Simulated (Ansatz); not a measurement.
`OPN[SiH3]` + `SC[SiH2][SeH]` → `OP[SiH2][SeH]` + `[SiH3]NCS`  (redistribution)

Calculated with Ansatz (gas phase, PBE0-D4/def2-TZVP geometries, no zero-point term in ΔE). CCSD(T)/CBS is the MP2 limit (def2-TZVPP, def2-QZVPP) plus CCSD(T) − MP2 in def2-TZVPP, frozen cores. DFT in def2-TZVPP. B3LYP here is the variant with VWN-RPA as its local correlation; programs differ in this. For Se outer-core shells are correlated without core-valence functions, which leaves a few kJ/mol of doubt a bond. Scalar relativity is left out up to krypton. Each species was taken in one conformer, which may not be the lowest.

`OPN[SiH3]`:

```xyz
10

O     1.085   -0.170   -2.137
P    -0.313    0.350   -1.420
N    -0.398   -0.471    0.055
Si   -0.188    0.280    1.603
H     1.751    0.522   -2.104
H    -1.123   -0.552   -2.160
H    -0.416   -1.482    0.021
H    -1.268   -0.142    2.534
H    -0.240    1.744    1.375
H     1.111   -0.080    2.234
```

`SC[SiH2][SeH]`:

```xyz
10

S     1.759    1.013    0.210
C     0.448   -0.076    0.812
Si   -1.094    0.083   -0.251
Se   -0.661   -0.088   -2.478
H     2.527    0.973    1.312
H     0.154    0.208    1.827
H     0.779   -1.117    0.829
H    -2.055   -0.961    0.191
H    -1.692    1.431   -0.097
H    -0.165   -1.466   -2.355
```

`OP[SiH2][SeH]`:

Z-matrix (Å, degrees):
```
Si
P 1 2.260
Se 1 2.280 2 109.9
H 1 1.489 2 107.3 3 121.8
H 1 1.485 2 113.4 3 -116.2
O 2 1.661 1 99.4 3 74.1
H 2 1.426 1 93.1 3 173.5
H 3 1.470 1 92.9 2 59.9
H 6 0.960 2 109.3 1 -131.8
```

`[SiH3]NCS`:

Cartesian coordinates in Å:
```
Si 0.220 1.649 -0.357
N 0.675 0.154 0.382
C 0.135 -1.109 0.004
S -1.498 -1.405 0.815
H -1.128 2.164 0.014
H 1.231 2.658 0.050
H 0.238 1.431 -1.826
H 1.008 0.179 1.334
H -0.009 -1.135 -1.078
H 0.805 -1.923 0.285
H -1.676 -2.662 0.376
```

| species | B3LYP-D4 energy (Eh) |
| --- | --- |
| `OPN[SiH3]` | -764.61256 |
| `SC[SiH2][SeH]` | -3131.11136 |
| `OP[SiH2][SeH]` | -3110.81501 |
| `[SiH3]NCS` | -784.88006 |

Work out ΔE.

ΔE = (-3110.81501) + (-784.88006) − (-764.61256) − (-3131.11136) = 0.02885 Eh = +75.7 kJ/mol. CCSD(T)/CBS gives +85.3 kJ/mol.

Largest T1 diagnostic among the species: 0.013.

From PBE to PBE0 (25 % exact exchange), in def2-TZVPP and without D4, ΔE moves by +6.1 kJ/mol.
